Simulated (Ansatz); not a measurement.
`C[CH]1[NH][Al]1[Br]`, 10 atoms. The species carries charge 0 and has multiplicity 1. Correlated methods include outer-core shells of Br, which these sets cover unevenly. Scalar relativity is left out up to krypton. All runs use 4 threads of an Arm Neoverse V1 on a shared host. Correlated methods freeze the cores.

**Question.** How many basis functions does each run have, and how long does it take in Ansatz? RKS ωB97M-V/def2-SVP energy; RKS B2PLYP (frozen core)/def2-TZVPP energy; RKS PBE0-D4/def2-SVP energy; RKS PBE0-D4/def2-QZVPP energy; RKS PBE0-D4/def2-TZVP relaxation (7 steps); direct RPA on PBE orbitals/def2-TZVPP energy; RKS r2SCAN-D4/def2-TZVPP energy and forces; RKS ωB97X-V/def2-TZVPP energy; RKS PBE0-D4/def2-TZVP frequencies; RKS B97M-V/def2-TZVPP energy; RHF-CCSD(T)/def2-SVP energy; RKS ωB97M-V/def2-QZVPP energy. (Best estimate.)

**Answer.** Ansatz gave: Other jobs shared the machine, so times are rough.

```tsv
level	job	functions	wall time	peak host memory (GiB)
RKS PBE0-D4/def2-SVP	energy	117	1.6 s	0.26
RKS r2SCAN-D4/def2-TZVPP	energy and forces	253	6.5 s	0.37
RKS ωB97M-V/def2-SVP	energy	117	7 s	0.39
direct RPA on PBE orbitals/def2-TZVPP	energy	253	7.5 s	0.69
RKS B2PLYP (frozen core)/def2-TZVPP	energy	253	8 s	0.71
RHF-CCSD(T)/def2-SVP	energy	117	10 s	0.6
RKS ωB97X-V/def2-TZVPP	energy	253	11 s	0.9
RKS PBE0-D4/def2-QZVPP	energy	480	13 s	2
RKS B97M-V/def2-TZVPP	energy	253	13 s	0.44
RKS ωB97M-V/def2-QZVPP	energy	480	29 s	2.4
RKS PBE0-D4/def2-TZVP	relaxation (7 steps)	208	38 s	0.63
RKS PBE0-D4/def2-TZVP	frequencies	208	3.4 min	0.64
```
